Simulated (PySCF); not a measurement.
## Computed spin Hamiltonian

C5H10OSi (charge +1 and doublet state).
Geometry (GFN2-xTB, Å), atoms numbered from 1 in this order:
```
atom  x, y, z in Å
C1     2.124   -0.122    0.628
C2     1.072    0.243   -0.433
C3     0.264   -0.974   -0.736
C4    -1.030   -1.143   -0.380
C5    -1.741   -0.395    0.614
Si6   -1.279    1.567    0.182
O7     0.294    1.322    0.019
H8     2.781   -0.903    0.258
H9     1.641   -0.460    1.541
H10    2.716    0.763    0.846
H11    1.590    0.567   -1.346
H12    0.775   -1.716   -1.333
H13   -1.604   -1.876   -0.942
H14   -2.809   -0.570    0.639
H15   -1.306   -0.440    1.608
H16   -2.033    1.872   -1.025
H17   -1.461    2.279    1.430
```

The hyperfine couplings belong to this conformer and change with its torsions.

The species is `C[C@@H]1O[SiH2]C[CH][CH+]1` [radical] (charge +1).

Level of theory: UKS B3LYP, pcH-1 on C H O Si, non-relativistic, mean-field spin-orbit, GIAO (PySCF). The structure is a single GFN2-xTB conformer in the gas phase; no vibrational or solvent corrections. A GFN2-xTB geometry isn't a minimum of the functional, and hyperfine couplings can be far from their values at a DFT geometry, by a factor of two or more for some ions and for spin on atoms past the first row. No stability test was run, so a lower SCF solution isn't excluded.

| Property | Result |
| --- | --- |
| g1, g2, g3 | 2.00255, 2.00333, 2.00472 |
| g_iso | 2.00353 |
| Form of g | rhombic: the two nearest values differ by 36 % of g3 − g1 |
| ⟨S²⟩ | 0.7555 (exact 0.7500) |
| HOMO–LUMO gap, α and β orbitals | 6.01, 2.77 eV |
| Basis functions | 285 |

Isotropic coupling and dipolar principal values T1 to T3, in MHz; ρ(0) is the spin density at the nucleus:

```csv
atom,isotope,a_iso,of which spin–orbit,T1,T2,T3,Mulliken spin population,ρ(0) (bohr⁻³)
C1,13C,32.0,0.0,-5.9,-5.6,11.5,0.04,0.0284
C2,13C,-16.2,0.0,-4.6,-4.2,8.8,-0.02,-0.0145
C3,13C,30.9,-0.1,-39.8,-38.3,78.1,0.47,0.0276
C4,13C,-14.8,0.0,-18.9,-10.6,29.4,0.10,-0.0132
C5,13C,7.3,0.0,-22.9,-21.0,43.9,0.23,0.0065
Si6,29Si,-2.3,0.0,-33.6,16.4,17.2,0.09,0.0026
O7,17O,-7.5,-0.1,-10.9,5.0,5.9,0.03,0.0122
H8,1H,-2.9,0.0,-4.1,-1.5,5.6,0.00,-0.0006
H9,1H,-3.4,0.0,-4.2,-0.7,4.9,0.00,-0.0008
H10,1H,34.2,0.0,-3.3,-1.1,4.4,0.02,0.0076
H11,1H,17.3,0.0,-3.6,-3.2,6.8,0.01,0.0039
H12,1H,-9.5,0.0,-18.1,-5.0,23.0,-0.01,-0.0021
H13,1H,54.8,0.0,-8.4,-6.4,14.8,0.02,0.0123
H14,1H,-10.9,0.0,-10.8,-2.1,12.9,-0.01,-0.0024
H15,1H,54.3,0.0,-9.1,-5.5,14.6,0.02,0.0122
H16,1H,8.0,0.0,-2.3,-1.5,3.8,0.00,0.0018
H17,1H,43.6,0.0,-2.8,-0.7,3.5,0.02,0.0098
```

Largest spin populations (Mulliken): C3 (+0.47), C5 (+0.23), C4 (+0.10) and Si6 (+0.09).

C4, the radical centre as drawn in `C[C@H]1[CH+][CH]C[SiH2]O1`, holds a spin population of +0.10 out of 1.

Axes: g1 points within 10° of the C5–Si6 bond.

Under fast tumbling the dipolar parts average out, and these isotropic splittings remain (the largest six): 1 × 1H (H13, I = 1/2, 2 lines) with 1.95 mT, 1 × 1H (H15, I = 1/2, 2 lines) with 1.94 mT, 1 × 1H (H17, I = 1/2, 2 lines) with 1.55 mT, 1 × 1H (H11, I = 1/2, 2 lines) with 0.62 mT, 1 × 1H (H14, I = 1/2, 2 lines) with 0.39 mT and 1 × 1H (H12, I = 1/2, 2 lines) with 0.34 mT.

Class means assume fast exchange of nuclei equivalent by connectivity; if that motion is slow, each nucleus keeps its own coupling. The three 1H nuclei of mean +9.3 MHz run from -3.4 to 34.2 MHz in the frozen geometry.

The 13C coupling of C1 (32.0 MHz) shows only in satellite lines or after enrichment, since that isotope makes up about 1.07 % of natural carbon.

The 17O coupling of O7 (-7.5 MHz) shows only in satellite lines or after enrichment, since that isotope makes up about 0.038 % of natural oxygen.

The spin density at the nucleus, in bohr⁻³, is negative for C2 (-0.0145), C4 (-0.0132) and H14 (-0.0024), for instance. A restricted open-shell determinant has no negative spin density anywhere; here it arises because α and β orbitals differ (spin polarisation).
